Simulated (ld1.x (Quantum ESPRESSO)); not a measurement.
u(r) = r·R(r): atom against pseudo-atom (sulfur (S))

Columns: radius, all-electron u(r) and pseudo u(r) of the 3p shell (level -27.98 eV) of sulfur in the configuration [Ne] 3s2 3p2; PBE, scalar-relativistic, RRKJ scheme, ld1.x (Quantum ESPRESSO) 7.5.

```json
{"r (bohr)": "0.078", "all-electron": "0.1366", "pseudo": "-0.0034"}
{"r (bohr)": "0.155", "all-electron": "0.3020", "pseudo": "-0.0139"}
{"r (bohr)": "0.232", "all-electron": "0.3808", "pseudo": "-0.0322"}
{"r (bohr)": "0.310", "all-electron": "0.3712", "pseudo": "-0.0601"}
{"r (bohr)": "0.388", "all-electron": "0.2969", "pseudo": "-0.0984"}
{"r (bohr)": "0.465", "all-electron": "0.1856", "pseudo": "-0.1470"}
{"r (bohr)": "0.542", "all-electron": "0.0562", "pseudo": "-0.2059"}
{"r (bohr)": "0.620", "all-electron": "-0.0795", "pseudo": "-0.2745"}
{"r (bohr)": "0.698", "all-electron": "-0.2106", "pseudo": "-0.3497"}
{"r (bohr)": "0.775", "all-electron": "-0.3301", "pseudo": "-0.4267"}
{"r (bohr)": "0.852", "all-electron": "-0.4368", "pseudo": "-0.5030"}
{"r (bohr)": "0.930", "all-electron": "-0.5303", "pseudo": "-0.5756"}
{"r (bohr)": "1.008", "all-electron": "-0.6093", "pseudo": "-0.6403"}
{"r (bohr)": "1.085", "all-electron": "-0.6733", "pseudo": "-0.6943"}
{"r (bohr)": "1.162", "all-electron": "-0.7239", "pseudo": "-0.7375"}
{"r (bohr)": "1.240", "all-electron": "-0.7623", "pseudo": "-0.7701"}
{"r (bohr)": "1.318", "all-electron": "-0.7888", "pseudo": "-0.7925"}
{"r (bohr)": "1.395", "all-electron": "-0.8044", "pseudo": "-0.8056"}
{"r (bohr)": "1.472", "all-electron": "-0.8109", "pseudo": "-0.8110"}
{"r (bohr)": "1.550", "all-electron": "-0.8094", "pseudo": "-0.8094"}
{"r (bohr)": "1.628", "all-electron": "-0.8008", "pseudo": "-0.8008"}
{"r (bohr)": "1.705", "all-electron": "-0.7867", "pseudo": "-0.7867"}
{"r (bohr)": "1.782", "all-electron": "-0.7679", "pseudo": "-0.7679"}
{"r (bohr)": "1.860", "all-electron": "-0.7450", "pseudo": "-0.7450"}
{"r (bohr)": "1.938", "all-electron": "-0.7192", "pseudo": "-0.7192"}
{"r (bohr)": "2.015", "all-electron": "-0.6915", "pseudo": "-0.6915"}
```

Q: How many radial nodes do the two functions have?

A: The all-electron 3p function has n − l − 1 = 1; the pseudo-wave has 0, since the states of the same l below it are removed with the core.

Q: At about which radius was the pseudo-wave matched?

A: 1.55 bohr. The columns agree to 0.0005 from 1.47 bohr on; several derivatives are matched, so the curves merge somewhat inside the radius.

Q: Where does each function peak?

A: Outermost all-electron maximum near 1.47 bohr, pseudo maximum near 1.47 bohr (to the table’s step).

Q: Is the pseudo-wave norm-conserving?

A: Yes: the RRKJ scheme keeps the norm inside the radius equal to the all-electron one, which fixes the energy derivative of the logarithmic derivative at the level.
